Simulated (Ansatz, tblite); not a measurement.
Forces on K4H5⁻ at its PBE0-D4/def2-SVPD geometry. The state is a singlet with charge -1.

The xTB rows come from tblite. At PBE-D4/def2-TZVPD the highest occupied level of the charge -1 singlet lies above zero (up to 0.03 eV). The electron is either unbound and held by the finite basis, or the level is raised by self-interaction error. Another isomer (singlet) lies 0.75 eV lower at PBE0-D4/def2-TZVPD; other spin states weren't run for this one.

GFN1-xTB (tblite), largest force 0.57 eV/Å:

```xyz
9
positions Å, forces eV/Å
K     0.272    1.830    0.133    0.022   -0.339   -0.037
K     0.033   -1.681   -0.808    0.066    0.308    0.137
K    -2.594   -0.254    1.642    0.035    0.000   -0.026
K     3.523    0.197   -1.655   -0.271   -0.002    0.075
H     0.205   -0.428    1.520   -0.060    0.008   -0.008
H     2.544    2.329   -0.919   -0.172   -0.188    0.034
H    -4.574   -0.474    3.063    0.462    0.057   -0.335
H    -1.668    0.357   -0.933    0.066   -0.012    0.033
H     2.259   -1.876   -2.043   -0.148    0.167    0.128
```

GFN2-xTB (tblite), largest force 0.66 eV/Å:

```
K 0.332 -0.048 -0.173
K 0.343 0.084 -0.136
K -0.492 -0.072 0.428
K -0.561 -0.015 0.206
H 0.226 -0.086 0.265
H -0.172 -0.433 -0.082
H 0.443 0.065 -0.392
H 0.000 0.073 -0.266
H -0.118 0.431 0.150
```

PBE-D4/def2-TZVPD (Ansatz), largest force 0.03 eV/Å:

```
K -0.019 -0.009 0.007
K -0.022 0.005 0.014
K 0.019 -0.002 -0.015
K 0.015 -0.002 -0.001
H 0.015 0.001 0.000
H 0.006 0.010 -0.003
H -0.024 -0.002 0.018
H 0.003 0.005 -0.011
H 0.006 -0.007 -0.009
```
